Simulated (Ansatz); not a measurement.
Abridged output of a molecular run in Ansatz:

```
Functional definition: HF
1336 factors; integrals over basis functions are off by at most 1.3e-3 eV
mean field evaluation 1: about -9121.3232 eV, gradient 4.1e1 eV
mean field evaluation 2: about -9121.4314 eV, gradient 4.1e1 eV
mean field evaluation 4: about -9126.1401 eV, gradient 4.2e0 eV
mean field evaluation 8: about -9126.2313 eV, gradient 2.8e-1 eV
mean field -9126.23218230 eV, -335.3828467171 hartree, gradient 1.6e-6 eV, S^2 0.000000; 0 other end points of the search recorded, 0 dependent functions left out
8 core orbitals not correlated: weight in the atoms' cores, before any rotation towards them, 1.000 or more for the frozen orbitals, at most 0.000 for the correlated occupied ones
reference -9126.23218230 eV, -335.3828467171 hartree; 18, 18 occupied and 96, 96 virtual orbitals, 1336 factors
second order -15.56630480 eV of doubles, -0.00000000 eV of singles
cycle   1  -16.70925242 eV  change    -1.1e0 eV  update   1.1e-1
cycle   2  -17.22091262 eV  change   -5.1e-1 eV  update   3.6e-2
cycle   3  -17.35288837 eV  change   -1.3e-1 eV  update   2.4e-2
cycle   4  -17.35586297 eV  change   -3.0e-3 eV  update   8.8e-3
cycle   5  -17.35034366 eV  change    5.5e-3 eV  update   4.4e-3
cycle   6  -17.35013332 eV  change    2.1e-4 eV  update   1.6e-3
cycle   7  -17.35003278 eV  change    1.0e-4 eV  update   6.5e-4
cycle   8  -17.34999579 eV  change    3.7e-5 eV  update   2.4e-4
cycle   9  -17.35007106 eV  change   -7.5e-5 eV  update   1.1e-4
cycle  10  -17.35007177 eV  change   -7.1e-7 eV  update   4.8e-5
cycle  11  -17.35005931 eV  change    1.2e-5 eV  update   2.0e-5
perturbative correction -0.53419495 eV, -0.0196313022 hartree
Total energy: -9144.11643655 eV, -336.0400809386 hartree
```

Its atoms:

```xyz
13

C    -1.5902   -1.2851    0.8035
B    -0.6404   -1.3735   -0.4417
B     0.9259   -1.0731   -0.5763
In    1.2068    1.1321   -1.0296
N     1.0748    2.3890    0.5448
H    -1.1132   -1.0086    1.7443
H    -2.0574   -2.2697    0.9342
H    -2.4217   -0.5979    0.6150
H    -1.1641   -1.5941   -1.5140
H     1.9223   -1.7311   -0.5641
H     1.4641    1.9740   -2.5099
H     1.0415    2.0821    1.5030
H     1.3515    3.3560    0.4907
```

Which basis set was used?
A. cc-pV(T+d)Z
B. def2-SVP
C. cc-pV(Q+d)Z
D. def2-TZVPPD

B. It gives 122 functions.

Write the keys of the input that set method, charge and spin (a neutral closed shell needs none for the last two).


```yaml
correlation: {method: ccsd_t}
```
